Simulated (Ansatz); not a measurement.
Reaction (formal hydrolysis of the Si–Si bond): `C[SiH2][SiH2][AlH2]` + H₂O → `C[SiH2]O` + `[AlH2][SiH3]`

Computed with Ansatz on PBE0-D4/def2-TZVP structures; ΔE is electronic, products minus reactants. CCSD(T)/CBS is the MP2 limit (def2-TZVPP, def2-QZVPP) plus CCSD(T) − MP2 in def2-TZVPP, frozen cores. This one scheme is used for every species. Each species was taken in one conformer, which may not be the lowest.

| species | CCSD/def2-TZVPP energy (Eh) |
| --- | --- |
| `C[SiH2][SiH2][AlH2]` | -863.50994 |
| H₂O | -76.32939 |
| `C[SiH2]O` | -405.86118 |
| `[AlH2][SiH3]` | -534.01076 |

Work out ΔE.

ΔE = (-405.86118) + (-534.01076) − (-863.50994) − (-76.32939) = -0.03261 Eh = -85.6 kJ/mol. CCSD(T)/CBS gives -78.3 kJ/mol.

Largest T1 diagnostic among the species: 0.012.

The D4 term adds +9.4 kJ/mol with B3LYP and +5.6 kJ/mol with PBE0; it sums over pairs of atoms, weighted by their polarisabilities, and B3LYP, whose exchange is more repulsive, gets the larger term. From PBE to PBE0 (25 % exact exchange), in def2-TZVPP and without D4, ΔE moves by −5.1 kJ/mol. In def2-TZVPP, CCSD(T) changes the Hartree–Fock value by +31.3 kJ/mol (the triples alone add +4.7 kJ/mol) and MP2 by +27.2 kJ/mol.

B3LYP here is the variant with VWN-RPA as its local correlation; programs differ in this.
